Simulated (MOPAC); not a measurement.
MOPAC input (PM7):

```
PM7 PRECISE GNORM=0.05 LET XYZ CHARGE=-1 GEO-OK AUX(PRECISION=9) THREADS=1
HF2O2Si

O    -1.11126500 1   -0.41762200 1   -1.24335600 1
Si   -0.11200200 1   -0.04641100 1   -0.13793600 1
O     1.51897400 1   -0.18560200 1   -0.51048800 1
F    -0.21784200 1   -0.87368400 1    1.27585000 1
F    -0.20103100 1    1.47492500 1    0.47196800 1
H     2.07621200 1    0.06437700 1    0.23149700 1
```

Output:

```
 *******************************************************************************
 **                                                                           **
 **                              MOPAC v23.2.5                                **
 **                                                                           **
 *******************************************************************************
 ** MOPAC's Digital Object Identifier: https://doi.org/10.5281/zenodo.6511958 **
 **                                                                           **
 ** Please cite the open-source release paper for use of this MOPAC version:  **
 ** J. E. Moussa and J. J. P. Stewart (2026)                                  **
 ** MOPAC: An open-source semiempirical molecular orbital program             **
 ** J. Open Source Softw., 11(119), 8025, https://doi.org/10.21105/joss.08025 **
 *******************************************************************************

                              PM7 CALCULATION RESULTS

 *******************************************************************************
 *  PM7        - The PM7 Hamiltonian to be used
 *  GEO-OK     - OVERRIDE INTERATOMIC DISTANCE AND OTHER SAFETY CHECKS
 *
 *
 *
 *                 CHARGE ON SYSTEM = -1
 *
 *
 *
 *  LET        - OVERRIDE SOME SAFETY CHECKS
 *  PRECISE    - TIGHTER CRITERIA TO BE USED
 *  XYZ        - CARTESIAN COORDINATE SYSTEM TO BE USED
 *  GNORM      - EXIT WHEN GRADIENT NORM DROPS BELOW 0.050
 *  AUX        - OUTPUT AUXILIARY INFORMATION
 *******************************************************************************
PM7 PRECISE GNORM=0.05 LET XYZ CHARGE=-1 GEO-OK AUX(PRECISION=9) THREADS=1
 HF2O2Si

   ATOM   CHEMICAL          X               Y               Z
  NUMBER   SYMBOL      (ANGSTROMS)     (ANGSTROMS)     (ANGSTROMS)

     1       O         -1.11126500  *  -0.41762200  *  -1.24335600  *
     2      Si         -0.11200200  *  -0.04641100  *  -0.13793600  *
     3       O          1.51897400  *  -0.18560200  *  -0.51048800  *
     4       F         -0.21784200  *  -0.87368400  *   1.27585000  *
     5       F         -0.20103100  *   1.47492500  *   0.47196800  *
     6       H          2.07621200  *   0.06437700  *   0.23149700  *

          CARTESIAN COORDINATES

    NO.       ATOM           X           Y           Z

     1         O         -1.1113     -0.4176     -1.2434
     2        Si         -0.1120     -0.0464     -0.1379
     3         O          1.5190     -0.1856     -0.5105
     4         F         -0.2178     -0.8737      1.2759
     5         F         -0.2010      1.4749      0.4720
     6         H          2.0762      0.0644      0.2315

 General Reference for PM7:
 "Optimization of Parameters for Semiempirical Methods VI: More Modifications to the
 NDDO Approximations and Re-optimization of Parameters", J. J. P. Stewart, J. Mol. Mod., 1:32, 19 (2013)
 https://link.springer.com/article/10.1007/s00894-012-1667-x

           Empirical Formula: H O2 Si F2  =     6 atoms

      MOLECULAR POINT GROUP   :   Cs

      RHF CALCULATION, NO. OF DOUBLY OCCUPIED LEVELS = 16

          Geometry optimization using EF

          DIAGONAL MATRIX USED AS START HESSIAN

 CYCLE:     1  GRAD.:   125.827 HEAT: -375.3277
 CYCLE:     2  GRAD.:   333.529 HEAT: -365.9344
 CYCLE:     3  GRAD.:   212.568 HEAT: -369.5518
 CYCLE:     4  GRAD.:   107.713 HEAT: -378.6828
 CYCLE:     5  GRAD.:    86.096 HEAT: -378.6922
 CYCLE:     6  GRAD.:    66.769 HEAT: -381.7094
 CYCLE:     7  GRAD.:    71.955 HEAT: -381.4270
 CYCLE:     8  GRAD.:   110.564 HEAT: -378.6125
 CYCLE:     9  GRAD.:    26.699 HEAT: -382.9035
 CYCLE:    10  GRAD.:     7.212 HEAT: -383.0891
 CYCLE:    11  GRAD.:     1.432 HEAT: -383.1142
 CYCLE:    12  GRAD.:     1.408 HEAT: -383.1223
 CYCLE:    13  GRAD.:     6.435 HEAT: -383.1142
 CYCLE:    14  GRAD.:     1.823 HEAT: -383.1258
 CYCLE:    15  GRAD.:     0.288 HEAT: -383.1287
 CYCLE:    16  GRAD.:     0.085 HEAT: -383.1290
 CYCLE:    17  GRAD.:     0.013 HEAT: -383.1290

     GRADIENT =  0.01268 IS LESS THAN CUTOFF =  0.05000

 -------------------------------------------------------------------------------
 PM7 PRECISE GNORM=0.05 LET XYZ CHARGE=-1 GEO-OK AUX(PRECISION=9) THREADS=1
 HF2O2Si

     GEOMETRY OPTIMISED USING EIGENVECTOR FOLLOWING (EF).
     SCF FIELD WAS ACHIEVED

                              PM7 CALCULATION
                                                       MOPAC v23.2.5 Linux

          FINAL HEAT OF FORMATION =       -383.12900 KCAL/MOL =   -1603.01173 KJ/MOL

          COSMO AREA              =         99.08 SQUARE ANGSTROMS
          COSMO VOLUME            =         85.09 CUBIC ANGSTROMS

          GRADIENT NORM           =          0.01268          =       0.00517 PER ATOM
          IONIZATION POTENTIAL    =          6.096434 EV
          HOMO LUMO ENERGIES (EV) =         -6.096  6.258
          NO. OF FILLED LEVELS    =         16
          MOLECULAR WEIGHT        =         99.0890         POINT GROUP:  Cs

          MOLECULAR DIMENSIONS (Angstroms)

            Atom       Atom       Distance
            H     6    O     1     3.50910
            F     4    F     5     2.43619
            F     4    O     3     1.94918

          SCF CALCULATIONS        =         18

   ATOM   CHEMICAL          X               Y               Z
  NUMBER   SYMBOL      (ANGSTROMS)     (ANGSTROMS)     (ANGSTROMS)

     1       O         -1.05249380  *  -0.39594881  *  -1.17881025  *
     2      Si         -0.11558470  *  -0.04769264  *  -0.14176515  *
     3       O          1.47238740  *  -0.17386646  *  -0.47715379  *
     4       F         -0.23339703  *  -0.86161549  *   1.23937957  *
     5       F         -0.21689112  *   1.44324080  *   0.45046572  *
     6       H          2.18297012  *   0.02319826  *   0.11342932  *

                             CARTESIAN COORDINATES

   1    O       -1.052493800    -0.395948812    -1.178810246
   2   Si       -0.115584696    -0.047692644    -0.141765150
   3    O        1.472387404    -0.173866456    -0.477153787
   4    F       -0.233397033    -0.861615487     1.239379572
   5    F       -0.216891122     1.443240803     0.450465722
   6    H        2.182970122     0.023198261     0.113429319

           Empirical Formula: H O2 Si F2  =     6 atoms

      MOLECULAR POINT GROUP   :   Cs

                  EIGENVALUES
 -34.20057 -33.99555 -24.53603 -23.14253 -13.09135 -11.27954 -11.04496 -10.58112
 -10.00175  -9.75568  -8.83257  -7.62265  -7.29997  -6.81739  -6.21890  -6.09643
   6.25763   6.35530   7.62513   9.51803  12.01944  30.56174  30.62962  31.51026
  32.01446  32.26422

              NET ATOMIC CHARGES AND DIPOLE CONTRIBUTIONS

  ATOM NO.   TYPE          CHARGE      No. of ELECS.   s-Pop       p-Pop       d-Pop
    1          O          -0.526676        6.5267     1.79004     4.73664
    2         Si           0.656590        3.3434     0.60492     2.26896     0.46954
    3          O          -0.661468        6.6615     1.69985     4.96162
    4          F          -0.401228        7.4012     1.92421     5.47702
    5          F          -0.401223        7.4012     1.92421     5.47702
    6          H           0.334006        0.6660     0.66599
 DIPOLE           X         Y         Z       TOTAL
 POINT-CHG.     1.850     0.350     1.061     2.161
 HYBRID         0.645     0.280     0.831     1.088
 SUM            2.495     0.630     1.891     3.194

          ATOMIC ORBITAL ELECTRON POPULATIONS

     Atom    s        px        py        pz      x^2-y^2     xz        z^2       yz        xy
    1  O   1.79004   1.54410   1.65138   1.54116
    2 Si   0.60492   0.76154   0.75307   0.75434   0.10344   0.09711   0.10065   0.09143   0.07691
    3  O   1.69985   1.43417   1.87055   1.65690
    4  F   1.92421   1.94341   1.84858   1.68503
    5  F   1.92421   1.94388   1.63506   1.89808
    6  H   0.66599

 **********************
 *                    *
 * JOB ENDED NORMALLY *
 *                    *
 **********************

 == MOPAC DONE ==
```

The dipole moment of an ion depends on the origin.

The geometry given is a B3LYP-D3(BJ)/def2-TZVP minimum.
